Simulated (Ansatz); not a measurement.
```xyz
16

C    -0.7345    0.9062    1.6335
N    -0.6389    0.0160    0.5107
C    -1.7849   -0.8386    0.3756
In    0.9344   -0.0253   -0.7451
N     0.9202   -1.3588   -2.2712
N     2.4620    1.2680   -0.4258
H     0.1438    1.5531    1.7035
H    -1.6167    1.5634    1.5638
H    -0.8191    0.3606    2.5877
H    -1.6783   -1.5144   -0.4768
H    -2.7143   -0.2644    0.2271
H    -1.9382   -1.4655    1.2692
H     0.0058   -1.6138   -2.6180
H     1.4983   -1.1167   -3.0639
H     3.3549    0.9869   -0.8064
H     2.6054    1.5433    0.5360
```

Total charge 0; spin multiplicity 1. In takes the def2 core potential.

(1) List the PBE0/def2-TZVPP orbital energies in eV (the Gaussian-basis code of Ansatz). (Estimate.)

Answers

(1) The calculation gave: Occupied: -390.72, -390.55, -390.55, -278.44, -278.44, -127.68, -84.18, -83.91, -83.90, -24.69, -23.18, -23.06, -20.82, -20.71, -20.71, -20.45, -20.40, -19.46, -16.60, -13.25, -12.81, -12.77, -12.33, -12.22, -11.27, -10.61, -10.13, -9.62, -8.64, -7.30, -7.01, -5.74. Lowest empty: -0.64, 0.07, 0.65, 0.95, 1.73, 2.43, 2.58, 2.87.
